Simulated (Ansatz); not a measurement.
Two members of one family (E4), computed with Ansatz in the gas phase; def2 core potentials for Sb, no spin–orbit coupling. The two geometries come from different levels. Binding counts from free atoms in the multiplicity of their measured ground term, without zero-point energy. A dash marks a value that wasn't run or was left out as unsound. The structures are stationary points that may keep the symmetry of their start. Remarks come from the PBE and PBE0 runs and from stability tests at other levels; not every state was tested. HOMO above LUMO (over both spins in singlets and doublets, within one spin in higher multiplets; at PBE or PBE0), or a gap under 0.15 eV within one spin, warns that the state may not be the lowest or that an electron is smeared out.

First: PSbSbSb tetrahedron (singlet, charge 0, r2SCAN-D4/def2-SVP geometry).

```tsv
atom	x (Å)	y (Å)	z (Å)
P1	1.2237	0.8092	0.2634
Sb2	0.2127	-1.4940	0.7892
Sb3	-0.1186	-0.1866	-1.6882
Sb4	-1.3179	0.8715	0.6356
```

| level | HOMO (eV) | LUMO (eV) | gap (eV) | vertical IE (eV) | vertical triplet (eV) | binding per atom (eV) |
| --- | --- | --- | --- | --- | --- | --- |
| PBE-D4/def2-TZVP | -5.57 | -2.19 | 3.39 | 8.00 | 2.98 | 2.64 |
| PBE0-D4/def2-SVP | -6.45 | -1.52 | 4.93 | – | – | 2.32 |
| PBE0-D4/def2-TZVP | -6.42 | -1.57 | 4.85 | 8.11 | 2.93 | 2.42 |
| r2SCAN0-D4/def2-TZVP | -6.57 | -1.53 | 5.04 | – | – | 2.22 |
| HSE06-D4/def2-TZVP | -6.05 | -1.93 | 4.12 | – | – | 2.42 |

Remarks: gap within one spin near zero at PBE or PBE0 (+1 doublet).

Second: AsAsAsSb tetrahedron (singlet, charge 0, PBE0-D4/def2-SVP geometry).

```xyz
4

As   -1.386    0.417   -0.445
As    0.903    1.209   -0.135
As    0.495   -1.047   -0.977
Sb   -0.011   -0.580    1.557
```

**Question.** Estimate the same table for the second.

**Answer.** 
| level | HOMO (eV) | LUMO (eV) | gap (eV) | vertical IE (eV) | vertical triplet (eV) | binding per atom (eV) |
| --- | --- | --- | --- | --- | --- | --- |
| PBE-D4/def2-TZVP | -5.82 | -2.07 | 3.75 | 8.41 | 3.31 | 2.78 |
| PBE0-D4/def2-SVP | -6.74 | -1.37 | 5.38 | – | – | 2.49 |
| PBE0-D4/def2-TZVP | -6.72 | -1.43 | 5.29 | 8.52 | 3.27 | 2.56 |
| r2SCAN0-D4/def2-TZVP | -6.89 | -1.41 | 5.49 | – | – | 2.40 |
| HSE06-D4/def2-TZVP | -6.35 | -1.79 | 4.55 | – | – | 2.56 |

Remarks: gap within one spin near zero at PBE or PBE0 (+1 doublet).
